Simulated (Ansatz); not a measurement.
Molecule: dichloro(ethynyl)borane, C2HBCl2 (charge 0, singlet). 
Geometry from a B3LYP-D3(BJ)/def2-TZVP (Ansatz, a first-principles code) optimisation:
```xyz
6

C      2.6767    -0.4806    -0.2009
C      1.4936    -0.2681    -0.1121
B      0.0176    -0.0032    -0.0013
Cl    -0.6291     1.5711    -0.4144
Cl    -1.0668    -1.2666     0.5418
H      3.7210    -0.6680    -0.2793
```

Property: vertical ionisation energy (to the doublet state of charge +1; each state is the SCF solution reached for its spin), in eV. Correlated levels leave the core frozen unless marked. Open shells are spin-unrestricted. No spin-orbit coupling. No relativistic terms. CBS marks a two-point X^-3 extrapolation of the correlation energy; Hartree-Fock from the larger set. [CCSD(T)-MP2]/basis is that difference in the basis named.

Level to compare with: RI-MP2/CBS(aug-cc-pV(T+d)Z,aug-cc-pV(Q+d)Z)+[CCSD(T)-MP2]/aug-cc-pV(T+d)Z (Ansatz), 11.31 eV. It is a level with limits of its own, and the differences hold the functionals' basis error too.

Rank these functionals by how close they come to RI-MP2/CBS(aug-cc-pV(T+d)Z,aug-cc-pV(Q+d)Z)+[CCSD(T)-MP2]/aug-cc-pV(T+d)Z, closest first: SVWN5/def2-TZVPD (Ansatz); wB97M-V/def2-TZVPD (Ansatz); PBE/def2-TZVPD (Ansatz).

wB97M-V/def2-TZVPD (range-separated hybrid meta-GGA with VV10, 11.00 eV, difference -0.31), SVWN5/def2-TZVPD (LDA, 10.49 eV, difference -0.82), PBE/def2-TZVPD (GGA, 10.29 eV, difference -1.02)
